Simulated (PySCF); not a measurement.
A structure optimised at ωB97X-D3(BJ)/def2-SVP, used in a PySCF frequency run:

```xyz
17

C     -0.5688    -0.5944     1.9279
Si    -0.2977    -0.1907     0.1303
C     -0.9623    -1.6051    -0.9184
C     -1.1644     1.4223    -0.3115
C      1.5477     0.0052    -0.1813
C      2.1245     1.1315    -0.6178
H     -1.0260    -1.5288     2.2760
H     -0.2648     0.0859     2.7337
H     -0.4425    -2.5483    -0.6837
H     -0.8202    -1.3986    -1.9915
H     -2.0391    -1.7580    -0.7388
H     -2.2510     1.3300    -0.1544
H     -0.8034     2.2549     0.3136
H     -0.9944     1.6868    -1.3681
H      2.2017    -0.8581     0.0101
H      3.2058     1.2094    -0.7870
H      1.5411     2.0362    -0.8287
```
Charge 0, spin multiplicity 2.

Task: Write its SMILES and formula.

Result: [CH2][Si](C)(C)C=C, C5H11Si

Task: What are its rotational constants (standard atomic weights)?

Result: 3.1846, 1.9925, 1.9484 GHz
